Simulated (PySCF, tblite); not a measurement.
Isomers of C4H8N2O2Si. Computed values, GFN2-xTB/tblite, gas phase, harmonic and unscaled. This tight-binding method is rough: wavenumbers can miss measured ones by several per cent, in bad cases by 10 to 20. Modes of hydrogen on silicon can be 10 to 20 % off. One conformer each.

Electronic energies: PBE0/pcSseg-1 single points on the GFN2-xTB geometries (PySCF, gas phase).

```
                     SMILES  electronic energy, lowest = 0 (kJ/mol)
         CO[Si@H](O)n1cccn1                                     0.0
C=N[C@@H]1C[Si@H](C(N)=O)O1                                   201.6
         CCc1nc(O[SiH3])no1                                   242.7
```

Task: How do GFN2-xTB zero-point energies change the relative energies?

Result: 
```json
{"SMILES": "CO[Si@H](O)n1cccn1", "ZPE (kJ/mol)": "324.0", "of it from modes above 1550 cm⁻¹": "145.7", "electronic (kJ/mol)": "0.0", "with ZPE, lowest = 0 (kJ/mol)": "0.0", "lowest mode (cm⁻¹)": "42", "rings": "1"}
{"SMILES": "C=N[C@@H]1C[Si@H](C(N)=O)O1", "ZPE (kJ/mol)": "319.6", "of it from modes above 1550 cm⁻¹": "166.0", "electronic (kJ/mol)": "201.6", "with ZPE, lowest = 0 (kJ/mol)": "197.2", "lowest mode (cm⁻¹)": "26", "rings": "1"}
{"SMILES": "CCc1nc(O[SiH3])no1", "ZPE (kJ/mol)": "314.9", "of it from modes above 1550 cm⁻¹": "151.1", "electronic (kJ/mol)": "242.7", "with ZPE, lowest = 0 (kJ/mol)": "233.6", "lowest mode (cm⁻¹)": "19", "rings": "1"}
```

The zero-point energies span 9.1 kJ/mol, from `CCc1nc(O[SiH3])no1` to `CO[Si@H](O)n1cccn1`. The order is unchanged.

Task: And how do the electronic energies of GFN2-xTB itself compare?

Result: `CO[Si@H](O)n1cccn1` 0.0; `C=N[C@@H]1C[Si@H](C(N)=O)O1` 326.7; `CCc1nc(O[SiH3])no1` 139.0 kJ/mol, lowest = 0. Against the energies above, taken from the same isomer `CO[Si@H](O)n1cccn1`, the largest difference is 125.1 kJ/mol.
